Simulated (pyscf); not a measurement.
## Addition across a multiple bond or ene-type step: `[O]=[SiH2]` + `[OH][SiH3]` → `[OH][SiH2][O][SiH3]`

Gas phase, singlet surface, charge 0. Bonds broken: Si6–H8. Bonds formed: O1–Si6, Si2–H8. PySCF, gas phase, ωB97X-D3(BJ)/def2-SVP geometries. Correlated levels are frozen-core, on RHF or UHF. ΔMP2 is the change of the MP2 total energy from the triple- to the quadruple-zeta basis.

Transition state (Å):

```xyz
10

O     -0.8543    -0.9505     0.9659
Si    -2.0379    -0.7475    -0.0386
H     -2.2522    -1.6226    -1.2223
H     -3.3050    -0.0763     0.3549
O      1.1740    -0.1401    -0.3867
Si    -0.0011     0.9993    -0.2759
H      0.9033    -0.8574     0.2211
H     -1.4133     0.5933    -0.9418
H      0.3210     2.0043    -1.3246
H     -0.3578     1.6714     0.9893
```

One imaginary mode, 180i cm⁻¹; descent along it reached the two sides named, in the forms told below.

```tsv
bond	change	reactant side (Å)	saddle	product side
Si6–H8	breaks	1.566	1.613	3.5
O1–Si6	forms	3.0	2.464	1.657
Si2–H8	forms	1.922	1.733	1.492
```

Electronic energies relative to the separated reactants (kJ/mol):

| level | barrier | reaction energy | reverse barrier |
|---|---|---|---|
| ωB97X-D3(BJ)/def2-TZVP | -70.7 | -330.9 | 260.2 |
| PBE/def2-TZVP | -57.4 | -287.6 | 230.2 |
| r²SCAN/def2-TZVP | -67.2 | -317.1 | 249.9 |
| B3LYP-D3(BJ)/def2-TZVP | -52.1 | -311.6 | 259.4 |
| PBE0-D3(BJ)/def2-TZVP | -70.5 | -322.5 | 252.0 |
| M06-2X/def2-TZVP | -62.9 | -336.9 | 274.0 |
| ωB97M-D3(BJ)/def2-TZVP | -57.3 | -317.2 | 259.9 |
| HF/def2-TZVP | -16.8 | -345.3 | 328.5 |
| MP2/def2-QZVPP | -52.2 | -315.8 | 263.6 |
| CCSD/def2-TZVPP | -44.4 | -322.4 | 278.0 |
| CCSD(T)/def2-TZVPP | -48.7 | -315.1 | 266.4 |
| CCSD(T)/def2-TZVPP + ΔMP2(QZVPP) | -50.9 | -317.2 | 266.3 |

With CCSD(T)/def2-TZVPP + ΔMP2(QZVPP) energies and thermal terms (ideal gas, 1 atm, RRHO with modes under 100 cm⁻¹ raised to 100, one conformer, R ln 2 for chiral ones without a mode under 150 cm⁻¹), in kJ/mol:

```
T (K)    ΔH‡    ΔG‡      ΔH      ΔG
-----  -----  -----  ------  ------
298    -43.6    9.1  -306.9  -261.7
600    -44.3   63.1  -304.2  -216.8
900    -43.0  116.5  -300.2  -173.9
1200   -41.0  169.4  -295.7  -132.5
```

On the reactant side the descent ends in a bound adduct, 71.6 kJ/mol under the separated species and 0.9 kJ/mol under the saddle at ωB97X-D3(BJ)/def2-TZVP. At ωB97X-D3(BJ)/def2-TZVP, PBE, r²SCAN, B3LYP-D3(BJ), PBE0-D3(BJ), M06-2X, ωB97M-D3(BJ)/def2-TZVP, HF, MP2, CCSD, CCSD(T), CCSD(T) the saddle lies under the separated reactants, which points to a path from their complex (located at ωB97X-D3(BJ) alone). At the saddle there is also a short Si–Si contact that neither side keeps. Another saddle between the same species, by other bonds, lies lower (-78.0 kJ/mol against -57.3 kJ/mol at ωB97M-D3(BJ)/def2-TZVP). The CCSD(T) − MP2 part came from Ansatz, without density fitting, on the same reference.
